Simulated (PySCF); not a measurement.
A small calculation by hand: oscillator strength and radiative lifetime

Sb(Br)(TeH)2 (BrH2SbTe2), SMILES [Br][Sb]([TeH])[TeH].

Geometry optimised at PBE0-D3(BJ)/def2-SVP. The structure was generated by enumeration; whether it is a known compound was not checked. The def2 effective core potentials stand for the cores of Sb, Te; spin–orbit coupling is left out.

TDDFT-B3LYP/def2-SVPD (PySCF) puts the first singlet state with f over 0.02 at 4.06 eV (vertical), with the transition dipole (-0.240, -0.357, 0.259) in atomic units.

Problem. Find the oscillator strength, the wavelength and the radiative lifetime that this transition would have in vacuum if emission retraced absorption.

Solution. 
|μ|² = 0.2521 au, so |μ| = 1.28 D. ΔE = 4.06/27.211 = 0.1492 hartree. f = (2/3) ΔE |μ|² = 0.025 (the program prints 0.025).
λ = 1239.84/4.06 = 305 nm; ν = 32746 cm⁻¹.
Einstein's coefficient A = 0.6670 ν² f s⁻¹ (ν in cm⁻¹) = 1.8e7 s⁻¹, so τ = 1/A = 56 ns. This state is S7; the lower singlets have f = 0.007, 0.007, 0.003, 0.006, 0.010, 0.016. The figure is the radiative limit of this one transition; relaxation, internal conversion, crossing to triplets and a medium change what is measured.
